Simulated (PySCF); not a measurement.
## Working out the ionisation energy of Sn

Sn [Kr] 4d10 5s2 5p2 (3P) → Sn⁺ [Kr] 4d10 5s2 5p1 (2P). All numbers are calculated (PySCF 2.14, the spin-free X2C one-electron Hamiltonian (Gaussian nucleus), in aug-cc-pwCVTZ-DK3 (10s9p7d4f1g, 109 functions)). Frozen: [Kr] 4d10. Energies in hartree (1 hartree = 27.21139 eV):

```csv
part,Sn (lower),Sn⁺ (upper)
UHF,-6173.538886,-6173.287229
CCSD correlation,-0.057078,-0.044650
(T),-0.001709,-0.000699
```

What does Hartree-Fock give?

(-6173.287229) − (-6173.538886) = 0.251657 hartree = 6.848 eV.

What do CCSD and CCSD(T) give?

The CCSD correlation energies differ by 0.012428 hartree = 0.338 eV and the triples by 0.001010 hartree = 0.027 eV, so CCSD gives 7.186 eV and CCSD(T) 7.213 eV.

Measured between the centres of the two terms (NIST): 7.389 eV, so CCSD(T) (valence) is off by -0.176 eV.

What remains against the reference includes basis incompleteness, the frozen core and higher excitations.
